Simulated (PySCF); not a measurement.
C3H4BFO2, SMILES FB1C=COCO1. The structure is a stationary point at PBE-D3(BJ)/def2-SVP. This is a generated structure with no PubChem entry under its InChIKey; it may be hypothetical. One conformer was computed; it need not be the lowest.

Computed with PBE-D3(BJ)/def2-SVP in PySCF.

Harmonic wavenumbers (cm⁻¹): 148, 240, 346, 368, 457, 548, 660, 739, 773, 838, 926, 953, 1006, 1078, 1127, 1159, 1259, 1287, 1340, 1411, 1433, 1446, 1605, 2909, 3074, 3105, 3157. Rotational constants (GHz): 5.353, 2.453, 1.745; symmetry number 1.

Q: Work out the zero-point energy and the ideal-gas rigid-rotor harmonic-oscillator thermochemistry at 298.15 K and 1 atm.

A: ZPE = ½ Σ hcν = ½ × 33391 cm⁻¹ = 47.73 kcal/mol. H − E(el) = 51.95 kcal/mol. Entropy in cal/(mol K): translation 39.77, rotation 27.04, vibration 9.77, total 76.58. G − E(el) = 29.12 kcal/mol. Cp = 23.04 cal/(mol K). Modes under 150 cm⁻¹ make the vibrational entropy uncertain.
